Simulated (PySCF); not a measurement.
## Correlation energy of S+ (sulfur, charge +1)

[Ne] 3s2 3p3, high-spin 4S determinant. All numbers are calculated (PySCF 2.14, the spin-free X2C one-electron Hamiltonian (Gaussian nucleus), in Sapporo-DZP-2012 (5s4p2d, 27 functions)). Frozen: [Ne]; 5 electrons correlated.

MP2 pair energies summed by pair of shells (mhartree):

```
 pair  energy  share (%)
3s-3p  -45.78       64.9
3p-3p  -17.52       24.8
3s-3s   -7.24       10.3
```

Total MP2 correlation energy: -70.54 mhartree.

Same-spin part -19.41 and opposite-spin part -51.13 mhartree; SCS-MP2 scales them by 1/3 and 6/5 to -67.83 mhartree.

| level | correlation energy (mhartree) |
| --- | --- |
| CCSD | -91.14 |
| (T) | -1.08 |
| CCSD(T) | -92.22 |

Diagnostics: T1 = 0.0016, D1 = 0.0049, largest double amplitude 0.069.

Cost of the coupled-cluster step: 0.18 s of wall time on 1 thread of Neoverse-V1 (shared host), for 5 correlated electrons.

Iterations:

```
CC2 = 0
CCSD nocc = (np.int64(4), np.int64(1)), nmo = (22, 22)
frozen orbitals [[0, 1, 2, 3, 4], [0, 1, 2, 3, 4]]
max_cycle = 100
direct = 0
conv_tol = 1e-08
conv_tol_normt = 1e-06
diis_space = 8
diis_start_cycle = 0
Init t2, MP2 energy = -0.0705441408297372
Init E_corr(UCCSD) = -0.070544140845638
cycle = 1  E_corr(UCCSD) = -0.0862091506761473  dE = -0.0156650098  norm(t1,t2) = 0.0449877
cycle = 2  E_corr(UCCSD) = -0.0897791857121861  dE = -0.00357003504  norm(t1,t2) = 0.0128838
cycle = 3  E_corr(UCCSD) = -0.0911609505030721  dE = -0.00138176479  norm(t1,t2) = 0.00457533
cycle = 4  E_corr(UCCSD) = -0.0911398588382739  dE = 2.10916648e-05  norm(t1,t2) = 0.000582906
cycle = 5  E_corr(UCCSD) = -0.0911410309938211  dE = -1.17215555e-06  norm(t1,t2) = 4.09132e-05
cycle = 6  E_corr(UCCSD) = -0.0911400518646415  dE = 9.7912918e-07  norm(t1,t2) = 8.1364e-06
cycle = 7  E_corr(UCCSD) = -0.0911405955185791  dE = -5.43653938e-07  norm(t1,t2) = 1.39461e-06
cycle = 8  E_corr(UCCSD) = -0.0911404620569063  dE = 1.33461673e-07  norm(t1,t2) = 3.22215e-07
cycle = 9  E_corr(UCCSD) = -0.091140472153837  dE = -1.00969307e-08  norm(t1,t2) = 6.00133e-08
cycle = 10  E_corr(UCCSD) = -0.0911404824877516  dE = -1.03339146e-08  norm(t1,t2) = 3.09529e-08
cycle = 11  E_corr(UCCSD) = -0.0911404824219189  dE = 6.58326588e-11  norm(t1,t2) = 1.41924e-08
UCCSD converged
E(UCCSD) = -398.1857138924507  E_corr = -0.09114048242191891
UCCSD(T) correction = -0.00107800930806387
```
